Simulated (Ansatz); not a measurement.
ZnF2⁺. The state is a doublet with charge 1. Geometry r2SCAN-D4/def2-TZVP, that of the neutral singlet; atoms count from 1.

```
atom    x (Å)    y (Å)    z (Å)
 Zn1   0.0000   0.0004  -0.0001
  F2   1.4906   0.2269   0.8402
  F3  -1.4906  -0.2272  -0.8401
```

The structure comes from a short search, and lower isomers may exist.

Q: Estimate the Mulliken populations from the PBE0/def2-TZVP orbitals of Ansatz.

A: 
```tsv
atom	charge (e)	spin (α − β)	d electrons
Zn1	1.21	0.00	10.00
F2	-0.11	0.50	–
F3	-0.11	0.50	–
```
Mulliken values and Mayer orders depend strongly on the basis.

Q: Where does the spin sit?

A: Summed by element: Zn 0.00, F 1.00, of 1 unpaired in all. Largest on single atoms: F2 0.50, F3 0.50, Zn1 0.00.

Q: And the Mayer bond orders between bonded heavy atoms (over 0.3)?

A: Zn1–F2 0.75 (1.73 Å); Zn1–F3 0.75 (1.73 Å). Values over 0.3 also appear between atoms too far apart for a bond (F2–F3 0.41 at 3.45 Å); they arise where an orbital or an unpaired electron spreads over both atoms.
